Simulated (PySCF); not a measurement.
³¹P chemical shifts

- shielding tensors at PBE0/pcSseg-1 (GIAO)
- geometry: GFN2-xTB
- program: PySCF 2.14
- no solvent model, relativity neglected, one conformer, averaged over atoms made equivalent by symmetry, fast rotation or ring inversion

Shieldings were converted by a linear fit to measured shifts: ³¹P: δ = 270.09 − 0.828σ (rms 18.1 ppm, 64 shifts vs H3PO4, solution or neat liquid). Occasional misses reach two or three times the rms, and more in compound classes unlike the fitted ones.

(1) Give the ³¹P shifts of `C=CC/P=P/CC#N`.

(2) Order these by ³¹P shift, lowest first.
A. C[P@@H](=S)C(F)=C(F)F
B. Cc1oc(C(F)(F)F)cp1
C. C[Si@H](P)[SiH](O[SiH3])O[SiH3]
D. FC(F)(F)C1=C[P@@H](=S)C=C1

Results:

(1) 
```
                                            compound                    environment  δ (ppm)
[CH2:1]=[CH:2][CH2:3]/[P:4]=[P:5]/[CH2:6][C:7]#[N:8]  P4: phosphorus bonded to C, P    628.2
[CH2:1]=[CH:2][CH2:3]/[P:4]=[P:5]/[CH2:6][C:7]#[N:8]  P5: phosphorus bonded to C, P    529.2
```

(2) C (-246.3 ppm, phosphorus bonded to Si, 2 H), A (-12.5 ppm, phosphorus bonded to 2 C, S, H), D (10.5 ppm, phosphorus bonded to 2 C, S, H, in a 5-membered ring), B (106.9 ppm, phosphorus bonded to 2 C, in a 5-membered ring).
